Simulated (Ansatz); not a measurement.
Reaction (ligand exchange at the Se–Al bond): `C[Se][Al]([Cl])[Cl]` + PH₃ → `C[Se]P` + `[Cl][AlH][Cl]`

Computed with Ansatz on PBE0-D4/def2-TZVP structures; ΔE is electronic, products minus reactants. CCSD(T)/CBS is the MP2 limit (def2-TZVPP, def2-QZVPP) plus CCSD(T) − MP2 in def2-TZVPP, frozen cores. This one scheme is used for every species. Functionals use def2-TZVPP. B3LYP here is the variant with VWN-RPA as its local correlation; programs differ in this. HSE06 is defined as in plane-wave codes. For Se outer-core shells are correlated without core-valence functions, which leaves a few kJ/mol of doubt a bond. Scalar relativity is left out up to krypton. Each species was taken in one conformer, which may not be the lowest.

`C[Se][Al]([Cl])[Cl]`:

Cartesian coordinates in Å:
```
C 0.922 1.042 0.591
Se 1.087 -0.211 -0.915
Al -0.954 -1.223 -0.786
Cl -1.469 -2.673 -2.187
Cl -2.311 -0.739 0.724
H 0.219 0.668 1.330
H 0.594 2.007 0.212
H 1.913 1.128 1.031
```

PH₃:

Z-matrix (Å, degrees):
```
P
H 1 1.420
H 1 1.420 2 93.1
H 1 1.420 2 93.1 3 93.3
```

`C[Se]P`:

Z-matrix (Å, degrees):
```
C
Se 1 1.952
H 1 1.088 2 110.3
H 1 1.088 2 110.4 3 122.7
H 1 1.090 2 106.0 3 -118.6
P 2 2.253 1 96.8 3 -60.6
H 6 1.419 2 97.7 1 133.4
H 6 1.419 2 97.8 1 -132.2
```

`[Cl][AlH][Cl]`:

Cartesian coordinates in Å:
```
Cl 1.651 -0.273 -1.117
Al -0.041 -0.108 0.086
Cl -1.130 1.665 0.013
H -0.481 -1.284 1.018
```

```
             level  ΔE (kJ/mol)  difference from CCSD(T)/CBS
       LDA (SPW92)         92.2                         -4.8
           BLYP-D4         88.8                         -8.2
            B97M-V         86.4                        -10.6
          B3LYP-D4         92.4                         -4.6
        r2SCANh-D4         96.5                         -0.5
          HSE06-D4         93.9                         -3.1
            B2PLYP         93.3                         -3.7
          PBE-QIDH         96.8                         -0.2
              PBE0         91.5                         -5.5
           r2SCANh         95.6                         -1.4
         CAM-B3LYP         91.2                         -5.8
    MP2/def2-TZVPP         99.8                          2.8
SCS-MP2/def2-TZVPP         96.7                         -0.3
CCSD(T)/def2-TZVPP         98.9                          1.9
    MP2/def2-QZVPP         98.2                          1.2
SCS-MP2/def2-QZVPP         95.3                         -1.7
       CCSD(T)/CBS         97.0                            0
```

Largest T1 diagnostic among the species: 0.013.

In def2-TZVPP, CCSD(T) changes the Hartree–Fock value by +4.8 kJ/mol (the triples alone add +0.3 kJ/mol) and MP2 by +5.7 kJ/mol. Leaving LDA and LC-ωPBE aside and taking each functional with its dispersion term where it has one, the values, not all of them listed here, spread over 10.8 kJ/mol, from B97M-V to r2SCAN0-D4. LDA lies +4.3 kJ/mol from PBE without D4.
